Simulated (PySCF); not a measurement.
**How methods differ on the ionisation energy of Be+**

Be+ [He] 2s1 (2S) → Be(2+) 1s2 (1S), as a difference of total energies. All numbers are calculated (PySCF 2.14, the spin-free X2C one-electron Hamiltonian (Gaussian nucleus), in x2c-TZVPPall). Correlated levels: valence and next inner shell: nothing frozen. The calculations carry no spin-orbit coupling.

| method | ionisation energy (eV) |
| --- | --- |
| UHF | 18.125 |
| MP2 (valence and next inner shell) | 18.158 |
| SCS-MP2 (valence and next inner shell) | 18.151 |
| CCSD (valence and next inner shell) | 18.161 |
| CCSD(T) (valence and next inner shell) | 18.161 |
| CCSDT (valence and next inner shell) | 18.161 |
| FCI (valence and next inner shell) | 18.161 |

Problem. How much does correlation contribute at CCSD(T) (valence and next inner shell)?

Solution. 18.161 − (18.125) = 0.036 eV, measured against UHF.

Errors of the correlated levels include the incompleteness of this basis.

For comparison: 18.211 eV (measured; NIST Atomic Spectra Database, ionization energies).
